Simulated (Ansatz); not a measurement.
C$_{2}$H$_{6}$MoO$_{2}$ (`[CH3][Mo]([CH3])(=[O])=[O]`) from Hartree–Fock to CCSD(T)

```xyz
11

C     0.163    1.713   -0.472
Mo    0.687   -0.138    0.363
C    -0.815   -1.582    0.128
O     2.078   -0.688   -0.391
O     0.970    0.076    1.999
H    -0.022    1.576   -1.542
H    -0.747    2.074    0.019
H     0.949    2.460   -0.345
H    -0.535   -2.544    0.564
H    -1.002   -1.723   -0.942
H    -1.725   -1.225    0.620
```

Total charge 0; spin multiplicity 1. Correlated methods include outer-core shells of Mo, which these sets cover unevenly. Mo: def2 effective core potential. The geometry is a stationary point of PBE0-D4/def2-TZVP. Frozen core, restricted reference, Ansatz 0.2.0.

| basis | HF (Eh) | MP2 corr. | CCSD corr. | (T) | CCSD(T) total |
| --- | --- | --- | --- | --- | --- |
| def2-SVP | -296.26523 | -1.14110 | -1.09380 | -0.05979 | -297.41882 |
| def2-TZVPP | -296.58328 | -1.46202 | -1.40067 | -0.08558 | -298.06953 |
| def2-QZVPP | -296.59907 | -1.56659 | – | – | – |
